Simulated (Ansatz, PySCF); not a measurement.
Si(H)(OH)(SiH3)2 (H8OSi3), SMILES [SiH3][SiH]([SiH3])O. Atoms are numbered in the order given.

```xyz
12

Si     0.1575    -0.5807    -0.3840
O      0.0073    -2.0271     0.4557
Si     1.7635     0.8319     0.5987
Si    -1.8916     0.5714    -0.5060
H      0.5995    -0.9552    -1.7592
H     -0.2725    -1.9509     1.3729
H      1.3536     1.1507     2.0039
H      3.1154     0.1936     0.6369
H      1.8500     2.1153    -0.1669
H     -2.3652     0.8955     0.8778
H     -1.7098     1.8563    -1.2521
H     -2.9463    -0.2430    -1.1850
```

Geometry: PBE0-D3(BJ)/def2-SVP. Other conformers were not sampled.

Two levels are set side by side: PBE-D3(BJ)/def2-SVP (Ansatz, an electronic-structure program) and PBE0-D3(BJ)/def2-SVP (Ansatz). Each level has its own optimised geometry; the coordinates shown are those of the second. Frequencies come from the Hessian of PySCF at each geometry. Differences are taken from unrounded values.

| quantity | PBE0-D3(BJ) |
|---|---|
| mean bond length (Å) | 1.620 |
| bond Si1–O2 (Å) | 1.679 |
| bond Si1–Si3 (Å) | 2.354 |
| bond Si1–Si4 (Å) | 2.354 |
| bond Si1–H5 (Å) | 1.492 |
| bond O2–H6 (Å) | 0.962 |
| bond Si3–H7 (Å) | 1.498 |
| bond Si3–H8 (Å) | 1.496 |
| bond Si3–H9 (Å) | 1.497 |
| bond Si4–H10 (Å) | 1.498 |
| bond Si4–H11 (Å) | 1.497 |
| bond Si4–H12 (Å) | 1.496 |
| highest harmonic wavenumber (cm⁻¹) | 3926 |
| mean harmonic wavenumber (cm⁻¹) | 1059 |
| zero-point energy (kcal/mol) | 45.42 |

### Question
What does PBE-D3(BJ) give, and how far is it from PBE0-D3(BJ)? (An estimate is asked for; the answer gives what the named calculation found.)

### Answer

| quantity | PBE-D3(BJ) | PBE-D3(BJ) minus PBE0-D3(BJ) |
|---|---|---|
| mean bond length (Å) | 1.631 | 0.011 |
| bond Si1–O2 (Å) | 1.697 | 0.018 |
| bond Si1–Si3 (Å) | 2.363 | 0.009 |
| bond Si1–Si4 (Å) | 2.363 | 0.009 |
| bond Si1–H5 (Å) | 1.503 | 0.011 |
| bond O2–H6 (Å) | 0.974 | 0.012 |
| bond Si3–H7 (Å) | 1.508 | 0.010 |
| bond Si3–H8 (Å) | 1.506 | 0.010 |
| bond Si3–H9 (Å) | 1.507 | 0.010 |
| bond Si4–H10 (Å) | 1.508 | 0.010 |
| bond Si4–H11 (Å) | 1.507 | 0.010 |
| bond Si4–H12 (Å) | 1.506 | 0.010 |
| highest harmonic wavenumber (cm⁻¹) | 3755 | -171 |
| mean harmonic wavenumber (cm⁻¹) | 1023 | -36 |
| zero-point energy (kcal/mol) | 43.89 | -1.52 |

GGA bonds tend to be longer and softer than those of functionals with exact exchange. Differences between two approximate levels are no errors against the true value.
